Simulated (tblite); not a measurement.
Compound: C7H13P.
Numbering: `[CH3:1]/[CH:2]=[CH:3]/[P:4]([CH3:5])[CH:6]1[CH2:7][CH2:8]1` (hydrogens: H9, H10, H11 on C1; H12 on C2; H13 on C3; H14, H15, H16 on C5; H17 on C6; H18, H19 on C7; H20, H21 on C8)

Structure used (GFN2-xTB), in Å, numbered top down from 1:
```xyz
21
C7H13P angstrom
C      3.2097    0.9056   -0.1171
C      1.7476    0.6927    0.0901
C      1.2188   -0.3692    0.6838
P     -0.5491   -0.6112    1.0283
C     -0.6627   -2.3754    0.4631
C     -1.2588    0.1712   -0.4767
C     -1.8108    1.5634   -0.3732
C     -2.7419    0.4056   -0.5133
H      3.7883    0.0756    0.2813
H      3.4296    1.0123   -1.1796
H      3.5267    1.8240    0.3774
H      1.1056    1.4766   -0.2899
H      1.8613   -1.1391    1.0972
H     -0.2190   -2.4975   -0.5241
H     -1.7108   -2.6664    0.4316
H     -0.1461   -3.0145    1.1768
H     -0.7707   -0.1082   -1.4064
H     -1.6863    2.2303   -1.2141
H     -1.7581    2.0563    0.5867
H     -3.2584    0.2677   -1.4520
H     -3.3237    0.1174    0.3503
```

Calculated harmonic vibrations of the isolated species, GFN2-xTB (tblite), most abundant isotopes, no scaling. Against measured fundamentals such values can be off by several per cent, at times by over 20. One conformer, not necessarily the lowest.

Harmonic wavenumbers (cm⁻¹): 54.2, 71.9, 104.7, 138.5, 160.4, 169.0, 178.6, 251.7, 272.9, 313.4, 346.6, 433.2, 652.2, 696.4, 726.1, 763.9, 807.1, 830.4, 874.0, 885.1, 964.8, 983.1, 991.5, 995.8, 1030.0, 1031.9, 1068.2, 1071.0, 1088.4, 1102.4, 1153.6, 1212.3, 1217.6, 1284.4, 1311.8, 1329.4, 1399.4, 1435.7, 1445.3, 1455.6, 1476.8, 1480.6, 1482.8, 1679.1, 2981.5, 2991.0, 2992.3, 3007.3, 3010.2, 3015.4, 3017.6, 3037.6, 3061.8, 3074.5, 3076.4, 3077.5, 3094.2.

A = 2331, B = 1128, C = 835.6 MHz; mass 128.075 u (most abundant isotopes); point group C1, symmetry number 1.

Task: What is the zero-point energy?

Result: ½Σν̃ = 38930 cm⁻¹ = 111.31 kcal/mol.

Task: What is S at 200 K and 1 bar for an ideal gas of classical rigid rotors and harmonic oscillators?

Result: Translation 38.50, rotation 28.18, vibration 21.30: S = 88.0 cal/(mol K).

Task: And Cp and H(200 K) − H(0)?

Result: Cp = 30.11 cal/(mol K), of which vibrations give 22.16 (their classical limit is 57 R = 113.3); H(200 K) − H(0) = 3.94 kcal/mol without the zero-point energy, 2.35 from vibrations.

Task: Blend soft modes into free rotors: weight 1/[1 + (100 cm⁻¹/ν̃)⁴] for the oscillator and the rest for a rotor with moment μB/(μ + B), μ = h/(8π²ν), B = 10⁻⁴⁴ kg m². What vibrational entropy results?

Result: 20.17 cal/(mol K) in place of 21.30, which changes −T·S at 200 K by +0.23 kcal/mol.

Task: Which modes carry the vibrational entropy at 200 K?

Result: 54.2 cm⁻¹: 3.87; 71.9 cm⁻¹: 3.32; 104.7 cm⁻¹: 2.60; 138.5 cm⁻¹: 2.07; 160.4 cm⁻¹: 1.81; 169.0 cm⁻¹: 1.72 cal/(mol K); the other 51 give 5.91 together.

Hindered rotation and anharmonicity are outside this model. Other conformers, if any are populated, would add a mixing term that is left out. The structure is chiral; the term R ln 2 for an equal mix with its mirror image is left out.
